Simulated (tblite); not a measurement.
Compound: C8H5ClO2S.
Geometry (GFN2-xTB, Å), atoms numbered from 1 in this order:
```
atom  x, y, z in Å
C1    -2.0871   -2.2212    0.8408
C2    -1.1572   -1.5143    0.5644
C3    -0.0312   -0.7351    0.2220
C4     1.2441   -1.2962    0.1103
C5     2.3202   -0.5038   -0.2457
C6     2.1553    0.8511   -0.5016
C7     0.8955    1.4199   -0.3976
C8    -0.1655    0.6238   -0.0313
S9    -1.7701    1.3652    0.1053
O10   -2.4470    0.9564    1.2919
O11   -1.6903    2.7580   -0.1967
Cl12  -2.7414    0.4869   -1.4580
H13   -2.9238   -2.8041    1.0880
H14    1.3738   -2.3504    0.3013
H15    3.3006   -0.9481   -0.3291
H16    3.0009    1.4591   -0.7820
H17    0.7161    2.4649   -0.5919
```

Level: GFN2-xTB in tblite, geometry and Hessian alike; calculated harmonic values, unscaled, isolated species. Errors from tens to a few hundred cm⁻¹ against measured bands are possible. One conformer, not necessarily the lowest.

Harmonic wavenumbers (cm⁻¹): 44.6, 74.5, 105.8, 118.6, 154.1, 211.3, 253.4, 283.7, 317.8, 327.7, 329.0, 420.4, 464.2, 478.6, 500.3, 520.9, 535.9, 639.5, 671.1, 681.1, 695.7, 780.9, 783.1, 886.1, 920.1, 930.8, 1028.4, 1075.0, 1131.7, 1158.8, 1169.2, 1217.1, 1242.9, 1284.9, 1318.5, 1412.8, 1449.7, 1549.2, 1597.1, 2255.6, 3090.9, 3102.7, 3106.9, 3116.5, 3396.1.

A = 1133, B = 689.4, C = 525.2 MHz; mass 199.970 u (most abundant isotopes); point group C1, symmetry number 1.

Q: Zero-point energy?

A: Half the sum of the wavenumbers: 23417 cm⁻¹ = 66.95 kcal/mol.

Q: Give the ideal-gas entropy at 298.15 K and 1 bar in the rigid-rotor, harmonic-oscillator model (classical rotation).

A: Translation 41.81, rotation 31.04, vibration 34.16: S = 107.0 cal/(mol K).

Q: And Cp and H(298.15 K) − H(0)?

A: Cp = 44.20 cal/(mol K), of which vibrations give 36.25 (their classical limit is 45 R = 89.4); H(298.15 K) − H(0) = 7.86 kcal/mol without the zero-point energy, 5.49 from vibrations.

Q: What must be added to the electronic energy to get the Gibbs energy at 298.15 K and 1 bar?

A: ZPE + [H(298.15 K) − H(0)] − T·S = 66.95 + 7.86 − 31.91 = 42.90 kcal/mol.

Q: Blend soft modes into free rotors: weight 1/[1 + (100 cm⁻¹/ν̃)⁴] for the oscillator and the rest for a rotor with moment μB/(μ + B), μ = h/(8π²ν), B = 10⁻⁴⁴ kg m². What vibrational entropy results?

A: 31.77 cal/(mol K) in place of 34.16, which changes −T·S at 298.15 K by +0.71 kcal/mol.

Hindered rotation and anharmonicity are outside this model. Other conformers, if any are populated, would add a mixing term that is left out. The structure is chiral; the term R ln 2 for an equal mix with its mirror image is left out.
